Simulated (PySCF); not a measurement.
## How methods differ on the excitation energy of Fe⁺

Fe⁺ [Ar] 3d6 4s1 (6D) → Fe⁺ [Ar] 3d5 4s1 5s1 (8S), as a difference of total energies. All numbers are calculated (PySCF 2.14, the non-relativistic Hamiltonian (point nucleus), in aug-cc-pVTZ (8s7p5d3f2g, 93 functions)). Correlated levels: valence: [Ar] frozen. The calculations carry no spin-orbit coupling.

```csv
method,excitation energy (eV)
UHF,11.002
LDA,13.853
PBE,13.644
PBE0,13.237
r2SCAN,13.261
M06,12.837
LC-wPBE,13.711
PBEsol,13.616
PW91,13.766
MP2 (valence),12.619
SCS-MP2 (valence),12.945
```

Question: How much does correlation contribute at MP2 (valence)?

Answer: 12.619 − (11.002) = 1.617 eV, measured against UHF.

A first-order spin-orbit estimate (lowest level to lowest level, LS coupling) adds 0.053 eV.

The promoted electron is Rydberg-like, and one or two diffuse shells describe it only roughly, which tends to raise the upper state.
